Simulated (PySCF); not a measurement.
Molfile (atoms numbered from 1):
```
C8H12N2
     RDKit          3D

 22 23  0  0  0  0  0  0  0  0999 V2000
    3.1960    0.8918   -0.8636 C   0  0  0  0  0  0  0  0  0  0  0  0
    2.1197    0.0201   -0.3212 C   0  0  0  0  0  0  0  0  0  0  0  0
    2.2488   -1.2450    0.2819 C   0  0  0  0  0  0  0  0  0  0  0  0
    0.9643   -1.6156    0.5983 C   0  0  0  0  0  0  0  0  0  0  0  0
    0.1545   -0.6150    0.1954 N   0  0  0  0  0  0  0  0  0  0  0  0
   -1.2694   -0.5352    0.3052 C   0  0  0  0  0  0  0  0  0  0  0  0
   -1.8342    0.7557    0.9297 C   0  0  0  0  0  0  0  0  0  0  0  0
   -2.8479    0.8460   -0.2197 C   0  0  0  0  0  0  0  0  0  0  0  0
   -2.0355   -0.2041   -0.9902 C   0  0  0  0  0  0  0  0  0  0  0  0
    0.8480    0.3778   -0.3619 N   0  0  0  0  0  0  0  0  0  0  0  0
    3.7154    0.3900   -1.6791 H   0  0  0  0  0  0  0  0  0  0  0  0
    2.7628    1.8165   -1.2338 H   0  0  0  0  0  0  0  0  0  0  0  0
    3.9254    1.1229   -0.0886 H   0  0  0  0  0  0  0  0  0  0  0  0
    3.1516   -1.7943    0.4547 H   0  0  0  0  0  0  0  0  0  0  0  0
    0.5801   -2.4994    1.0679 H   0  0  0  0  0  0  0  0  0  0  0  0
   -1.6230   -1.4439    0.7965 H   0  0  0  0  0  0  0  0  0  0  0  0
   -1.0942    1.5513    0.8920 H   0  0  0  0  0  0  0  0  0  0  0  0
   -2.2347    0.6711    1.9375 H   0  0  0  0  0  0  0  0  0  0  0  0
   -3.8351    0.4864    0.0632 H   0  0  0  0  0  0  0  0  0  0  0  0
   -2.9452    1.8177   -0.6961 H   0  0  0  0  0  0  0  0  0  0  0  0
   -2.5891   -1.0208   -1.4477 H   0  0  0  0  0  0  0  0  0  0  0  0
   -1.3687    0.2453   -1.7219 H   0  0  0  0  0  0  0  0  0  0  0  0
  1  2  1  0
  2  3  1  0
  3  4  2  0
  4  5  1  0
  5  6  1  0
  6  7  1  0
  7  8  1  0
  8  9  1  0
  5 10  1  0
 10  2  2  0
  9  6  1  0
  1 11  1  0
  1 12  1  0
  1 13  1  0
  3 14  1  0
  4 15  1  0
  6 16  1  0
  7 17  1  0
  7 18  1  0
  8 19  1  0
  8 20  1  0
  9 21  1  0
  9 22  1  0
M  END
```

Relativity neglected, fast rotation and ring inversion assumed for equivalent nuclei, one conformer, gas phase. PBE0/pcSseg-1 with gauge-including orbitals; geometry from GFN2-xTB; PySCF 2.14.0 with density-fitted response routines.

Chemical shifts δ = σref − σ; ¹³C and ¹H vs TMS; NH3 for ¹⁵N, all at this level.

```
      atoms  nucleus  count  Hirshfeld charge  δ (ppm)
      C7/C9      ¹³C      2             -0.08     32.0
         C1      ¹³C      1             -0.12     16.5
         C4      ¹³C      1             -0.03    133.9
        H16       ¹H      1              0.05     4.28
         C6      ¹³C      1              0.03     56.2
         C8      ¹³C      1             -0.07     14.4
         C2      ¹³C      1              0.03    153.3
    H17/H22       ¹H      2              0.04        ?
    H18/H21       ¹H      2              0.04     2.35
         N5      ¹⁵N      1              0.04        ?
H11/H12/H13       ¹H      3              0.05     2.51
        H15       ¹H      1              0.06        ?
         C3      ¹³C      1             -0.11    109.3
        H19       ¹H      1              0.04     1.75
        H14       ¹H      1              0.05        ?
        H20       ¹H      1              0.04     1.90
        N10      ¹⁵N      1             -0.14        ?
```

Complete the table.

## Answers


- H15: 7.17 ppm, hydrogen on an aromatic CH next to a ring nitrogen; it sits in the deshielding region of the aromatic ring current
- H14: 6.07 ppm, hydrogen on an aromatic CH; ring-current deshielding
- H17/H22: 3.11 ppm, hydrogen on an sp3 CH2 in a ring
- N10: 329.6 ppm, pyridine-type nitrogen of an azole
- N5: 243.5 ppm, pyrrole-type ring nitrogen

Shifts are as computed. Against solution values, carbons near 30 ppm lie about +3 ppm off and those near 130 ppm about +5 ppm. Of 1211 compounds with measured shifts, 218 miss one by over three times the rms of a fit or turn the order of signals round; such compounds aren't used in these exercises. Experimental scales use liquid or dissolved standards, which lie at an offset from isolated NH3 (liquid NH3: subtract about 20 ppm). Unscaled 15N shifts of sp2 nitrogen come out 20 to 40 ppm too high even then.
